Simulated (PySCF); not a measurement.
# Electron correlation in P²⁺ (phosphorus, charge +2)

[Ne] 3s2 3p1, 2P determinant. Computed with PySCF 2.14 in aug-cc-pV(T+d)Z with one added diffuse shell each of s, p, d, f type (7s6p5d3f, 71 functions), with the non-relativistic Hamiltonian (point nucleus). Frozen: [Ne]; 3 electrons correlated.

| level | correlation energy (mhartree) |
| --- | --- |
| CCSD | -65.14 |
| (T) | -1.06 |
| CCSD(T) | -66.20 |

Diagnostics: T1 = 0.012, D1 = 0.0273, largest double amplitude 0.108.

Cost of the coupled-cluster step: of the order of 6 core-seconds, for 3 correlated electrons.
